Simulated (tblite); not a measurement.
C3H11Si3 (SMILES C1[SiH]C[SiH2]C[SiH2]1), doublet, at a GFN2-xTB geometry; GFN1-xTB run with tblite.

tblite was given this input:
```
$ tblite run mol.xyz --method gfn1 --charge 0 --spin 1 --guess eeq --json tblite.json --no-restart

# file mol.xyz
17

C      1.59690010    -0.40389592    -0.87454284
Si     0.38168798    -1.79328617    -0.41317676
C     -1.40740376    -1.14605160    -0.42875095
Si    -1.66324825     0.39168338     0.66488422
C     -0.40069742     1.71482539     0.15444563
Si     1.41169913     1.15129019     0.20860994
H      1.45808970    -0.12386494    -1.91927229
H      2.61703462    -0.77693359    -0.79597514
H      0.72037442    -2.38003027     0.89250314
H     -1.70389493    -0.90497264    -1.45008304
H     -2.07940002    -1.93709775    -0.09909742
H     -1.46614823     0.02847458     2.07520482
H     -3.03095612     0.91002649     0.49775350
H     -0.63513323     2.05845823    -0.85339539
H     -0.51907981     2.58265774     0.80140682
H      1.79696053     0.83456306     1.59101033
H      2.28741554     2.22382826    -0.29140999
```

The log (banner, timings and long lists left out):

```
xTB calculator
 | screened Coulomb repulsion
 | Coulomb electrostatics
 |  * isotropic Klopman-Ohno-Mataga-Nishimoto electrostatics
 |  * onsite third-order electrostatics
 | DFT-D3(BJ) dispersion correction

halogen bonding energy    0.0000000000000E+00 Eh
repulsion energy          2.0952648650176E-01 Eh
dispersion energy        -8.8716802616327E-03 Eh
number of electrons       3.5000000000000E+01 e
integral cutoff           2.8146159136829E+01 bohr

------------------------------------------------------------
  cycle        total energy    energy error   density error
------------------------------------------------------------
      1     -17.73364243712  -1.7934297E+01   5.0214441E-01
      2     -17.75502463539  -2.1382198E-02   3.0516148E-01
      3     -17.75495199923   7.2636158E-05   2.2903173E-02
      4     -17.75623826783  -1.2862686E-03   5.4182264E-03
      5     -17.75629156788  -5.3300046E-05   1.3351636E-03
      6     -17.75629258484  -1.0169652E-06   4.5098468E-04
      7     -17.75629268416  -9.9321976E-08   9.8431564E-05
      8     -17.75629270218  -1.8018550E-08   4.4130665E-05
      9     -17.75629270803  -5.8427609E-09   3.0724924E-06
------------------------------------------------------------

electronic energy        -1.7956947514266E+01 Eh
total energy             -1.7756292708026E+01 Eh

Post processing:
 | Mayer-Wiberg bond orders

[Info] JSON dump of results written to 'tblite.json'
```
